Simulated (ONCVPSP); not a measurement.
## Cutoff test, lithium, ONCV

| Item | Value |
| --- | --- |
| Element | lithium (Li) |
| Generator | ONCVPSP 4.0.1 |
| Type | optimised norm-conserving Vanderbilt (ONCV) |
| Functional | PBEsol |
| Relativity | scalar-relativistic |
| Frozen core | [He] |
| Valence charge | 1 |
| Reference configuration | 2s1 |
| Partial waves | 2s: rc 2.90 bohr, ncon 3, nbas 6, qcut 2 1/bohr, 3 projectors, debl 3.9 Ha; p scattering state at 0.11 Ha: rc 2.20 bohr, ncon 4, nbas 8, qcut 4.3 1/bohr, 2 projectors, debl 3.4 Ha |
| Local potential | polynomial inside 1.75 bohr (lpopt 5, dvloc0 0 Ha) |
| Core correction | none |

Problem. For each optimised wave give the share of its norm inside rc, the residual kinetic energy above qcut (Ha) and the cutoffs (Ha) for errors of 10, 1, 0.1 and 0.01 mHa per electron.

Solution.

```csv
wave,norm inside rc,residual KE,10 mHa,1 mHa,0.1 mHa,0.01 mHa
2s,0.294,3.5e-04,0.3,1.5,5.0,11.6
s projector 2,0.164,4.3e-01,17.9,39.3,87.9,not reached
s projector 3,0.129,1.6e+00,30.3,63.7,not reached,not reached
p projector 1,0.374,3.7e-05,3.1,6.0,8.3,23.5
p projector 2,0.197,5.7e-03,8.2,21.0,52.2,59.5
```

The occupied waves need 1.5 Ha and 5.0 Ha for 1 and 0.1 mHa. The cutoffs count occupied waves only; projector 3 of the s channel, the hardest unoccupied one, needs 64 Ha at the loose tolerance. Note: ghosts flagged at negative energy: p at -942.4 eV; GHOST(+) flagged for s at 106.1 eV, s at 222.7 eV, s at 410.4 eV. A true bound ghost makes a file unfit for plane-wave use. 1 of 2 tests not solved or not reliable.
